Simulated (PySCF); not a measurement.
**Correlation energy of Nd⁺ (neodymium, charge +1)**

[Xe] 4f5, one real determinant (an excited configuration). Calculation: PySCF 2.14, in cc-pVDZ-X2C (8s7p5d3f1g, 84 functions); scalar relativity by spin-free X2C-1e. Frozen: [Ar] 3d10; 31 electrons correlated.

MP2 pair energies summed by pair of shells (mhartree):

```tsv
pair	energy	share (%)
4d-4d	-153.66	18.5
4f-5p	-129.74	15.6
5p-5p	-117.90	14.2
4d-4f	-97.77	11.8
4d-5p	-87.62	10.6
4f-4f	-75.39	9.1
5s-5p	-33.98	4.1
4p-4d	-26.11	3.1
4f-5s	-24.40	2.9
4d-5s	-23.71	2.9
4p-4f	-16.64	2.0
4p-4p	-12.13	1.5
4s-4d	-6.59	0.8
5s-5s	-6.20	0.7
4p-5p	-6.10	0.7
4p-5s	-3.80	0.5
4s-4f	-2.92	0.4
4s-4p	-2.61	0.3
4s-4s	-0.98	0.1
4s-5p	-0.71	0.1
4s-5s	-0.22	0.0
```

Total MP2 correlation energy: -829.20 mhartree.

Same-spin part -349.73 and opposite-spin part -479.47 mhartree; SCS-MP2 scales them by 1/3 and 6/5 to -691.94 mhartree.

The reference is one real determinant that mixes LS terms of this configuration.

This basis was not built for core-valence correlation, so the inner-shell part is incomplete.
